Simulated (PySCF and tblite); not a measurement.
C10H17N, numbered as in [CH3:1][CH2:2][c:3]1[c:4]([CH:5]([CH3:6])[CH3:7])[cH:8][cH:9][n:10]1[CH3:11].

Search: ETKDG, MMFF94s, GFN2-xTB, 150 starts; geometries at GFN2-xTB. Weights use PBE0-D3(BJ)/6-31G* energies plus GFN2-xTB zero-point and thermal terms (modes under about 100 cm⁻¹ blended into free rotors). Symmetry numbers and mirror images are counted. Conformers within 2.5 kcal/mol (GFN2-xTB free energy) were kept, 4 at most. GIAO shieldings: PBE0/6-31G*. Shifts are against TMS (¹H), TMS (¹³C), NH3 (¹⁵N) at the same level. Programs: PySCF with density fitting and tblite.

(1) What shifts does this protocol give at 298.15 K under fast conformational exchange?

(2) How do the conformers differ?

Unscaled ¹⁵N shifts at such levels can be off by tens of ppm; differences between conformers or isomers are more reliable. Shifts are unscaled: against experiment ¹³C can be off by 15 ppm or more and ¹H by 0.8 ppm.

Results:

(1) ¹H: 6.13 (H9, 1H), 5.87 (H8, 1H), 3.53 (H11, 3H), 2.88 (H5, 1H), 2.68 (H2, 2H), 1.29 (H6/H7, 6H), 1.15 (H1, 3H) ppm. ¹³C: 121.5 (C4), 119.0 (C3), 113.0 (C9), 99.9 (C8), 34.4 (C11), 28.4 (C5), 26.3 (C6/C7), 20.7 (C2), 18.6 (C1) ppm. ¹⁵N: 137.3 (N10) ppm.

(2) Torsions listed: C1–C2–C3–N10, C3–C4–C5–C6. Of a mirror pair one member is shown.
```json
{"conformer": "1", "shape": "-91°, -119°", "weight %": "92.5"}
{"conformer": "2", "shape": "82°, 57°", "weight %": "7.5"}
```

```csv
signal,1,2,average
H1,1.15,1.22,1.15
H2,2.68,2.79,2.68
H5,2.87,2.93,2.88
H6/H7,1.29,1.35,1.29
H8,5.89,5.66,5.87
H9,6.14,6.05,6.13
H11,3.53,3.54,3.53
C1,18.6,17.6,18.6
C2,20.6,22.2,20.7
C3,118.9,119.1,119.0
C4,121.5,120.5,121.5
C5,28.1,32.0,28.4
C6/C7,26.4,25.2,26.3
C8,99.5,103.8,99.9
C9,113.1,112.3,113.0
C11,34.5,34.3,34.4
N10,136.9,142.1,137.3
```


¹⁵N shifts are against a computed isolated NH3 molecule, about 20 ppm from the liquid.